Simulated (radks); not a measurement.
Results of a calculation; reference values are marked as such.
Orbital eigenvalues (eV) of neutral tellurium, [Kr] 4d10 5s2 5p4, at several levels of relativity; Dirac values are averaged over j with weights 2j + 1. Spin-unpolarised spherical Kohn-Sham, PBE, point nucleus unless stated (finite: rms radius 4.7423 fm), a radial shooting solver on a logarithmic mesh with Libxc functionals. A level marked "c x" has the speed of light scaled by that factor and shares open shells by 2j + 1; other Dirac levels either fill j = l - 1/2 first or share by 2j + 1.

| shell | non-rel. | Dirac, 2j+1 shares, finite nucleus | Dirac, c x 0.75 | Dirac, c x 1.5 | change of magnitude, last against first (%) |
|---|---|---|---|---|---|
| 1s | -30396 | -31604 | -32694 | -30912 | +1.70 |
| 2s | -4548.7 | -4845.0 | -5116.4 | -4674.3 | +2.76 |
| 2p | -4268.4 | -4356.5 | -4434.9 | -4306.0 | +0.88 |
| 3s | -902.86 | -964.21 | -1020.5 | -928.85 | +2.88 |
| 3p | -785.72 | -804.47 | -820.97 | -793.76 | +1.02 |
| 3d | -568.19 | -559.38 | -551.88 | -564.38 | -0.67 |
| 4s | -152.10 | -164.22 | -175.46 | -157.22 | +3.36 |
| 4p | -111.79 | -114.57 | -117.10 | -112.97 | +1.06 |
| 4d | -43.714 | -41.606 | -39.872 | -42.792 | -2.11 |
| 5s | -13.957 | -15.091 | -16.196 | -14.429 | +3.38 |
| 5p | -6.0182 | -5.9718 | -5.9606 | -5.9942 | -0.40 |
